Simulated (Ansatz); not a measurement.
Input and output for H₈N₂OSi₂, SMILES `N[Si](N)(O)[SiH3]`.

```yaml
crystal:
  periodic: [false, false, false]
  atoms:
    - {symbol: N, position_ang: [-0.897000, 1.322395, -1.005288]}
    - {symbol: Si, position_ang: [0.229570, 0.260903, -0.337347]}
    - {symbol: N, position_ang: [1.166194, 1.180433, 0.773760]}
    - {symbol: O, position_ang: [0.994883, -0.304981, -1.673734]}
    - {symbol: Si, position_ang: [-0.646315, -1.497198, 0.873353]}
    - {symbol: H, position_ang: [-1.406948, 1.972292, -0.471226]}
    - {symbol: H, position_ang: [-1.264639, 1.098953, -1.960100]}
    - {symbol: H, position_ang: [1.679310, 0.708738, 1.543350]}
    - {symbol: H, position_ang: [1.493086, 2.082057, 0.505288]}
    - {symbol: H, position_ang: [1.513266, -1.110157, -1.584964]}
    - {symbol: H, position_ang: [-1.457190, -2.449585, -0.021830]}
    - {symbol: H, position_ang: [-1.579942, -1.097000, 1.939251]}
    - {symbol: H, position_ang: [0.398800, -2.333656, 1.500101]}
basis:
  gaussian: {orbitals: def2-SVPD}
hamiltonian: {xc: {name: BHLYP}, dispersion: d4}
scf: {lower_state_search: off}
scf: {max_iter: 3}
output: {forces: true}
```

```sh
$ ansatz run in.yaml --threads 4 --pin off --events-out ev --progress --plain --max-ram 10444MiB
```

Output, abridged:

```
Error: YAML parse error: error: line 21 column 1: duplicate mapping key: scf, set DuplicateKeyPolicy in Options if acceptable
19 | hamiltonian: {xc: {name: BHLYP}, dispersion: d4}
20 | scf: {lower_state_search: off}
21 | scf: {max_iter: 3}
22 | output: {forces: true}
```
